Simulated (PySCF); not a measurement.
Al2(mu-Cl)2(Me)4, C₄H₁₂Al₂Cl₂, singlet, GFN2-xTB optimised geometry.

```
20

Al    -1.30     2.01     2.13
Al    -0.03    -0.02     0.00
Cl    -0.67    -0.12     2.13
C      0.06     3.01     3.18
H     -0.05     4.09     3.06
H      1.10     2.77     2.93
H     -0.04     2.83     4.26
C     -3.29     2.02     2.14
H     -3.69     3.02     1.92
H     -3.70     1.75     3.11
H     -3.75     1.34     1.41
Cl    -0.66     2.11     0.00
C      1.96    -0.02     0.00
H      2.37     0.24    -0.98
H      2.37    -1.01     0.23
H      2.42     0.67     0.72
C     -1.38    -1.03    -1.05
H     -1.28    -0.84    -2.13
H     -2.42    -0.80    -0.80
H     -1.26    -2.11    -0.93
```

Density from PBE0/def2-SVP run with PySCF at that geometry.

Minimum of the electron density along straight lines between bonded atoms, close to the bond critical point (lines longer than 1.1 times the sum of covalent radii, or with two minima, are not listed):

| bond | length / Å | ρ at the minimum / e bohr⁻³ | ∇²ρ there / e bohr⁻⁵ | position (fraction from the first atom) |
|---|---|---|---|---|
| Al1–Cl3 | 2.226 | 0.050 | 0.23 | 0.38 |
| Al2–Cl3 | 2.227 | 0.050 | 0.23 | 0.38 |
| Al1–C4 | 1.987 | 0.080 | 0.30 | 0.40 |
| C4–H5 | 1.094 | 0.265 | -0.91 | 0.62 |
| C4–H6 | 1.096 | 0.264 | -0.91 | 0.62 |
| C4–H7 | 1.094 | 0.265 | -0.91 | 0.62 |
| Al1–C8 | 1.987 | 0.080 | 0.30 | 0.40 |
| C8–H9 | 1.094 | 0.265 | -0.91 | 0.62 |
| C8–H10 | 1.094 | 0.265 | -0.91 | 0.62 |
| C8–H11 | 1.096 | 0.264 | -0.91 | 0.62 |
| Al1–Cl12 | 2.227 | 0.050 | 0.23 | 0.38 |
| Al2–Cl12 | 2.227 | 0.050 | 0.23 | 0.38 |
| Al2–C13 | 1.987 | 0.080 | 0.30 | 0.40 |
| C13–H14 | 1.094 | 0.265 | -0.91 | 0.62 |
| C13–H15 | 1.094 | 0.265 | -0.91 | 0.62 |
| C13–H16 | 1.096 | 0.264 | -0.91 | 0.62 |
| Al2–C17 | 1.987 | 0.080 | 0.30 | 0.40 |
| C17–H18 | 1.094 | 0.265 | -0.91 | 0.62 |
| C17–H19 | 1.096 | 0.264 | -0.91 | 0.62 |
| C17–H20 | 1.094 | 0.265 | -0.91 | 0.62 |
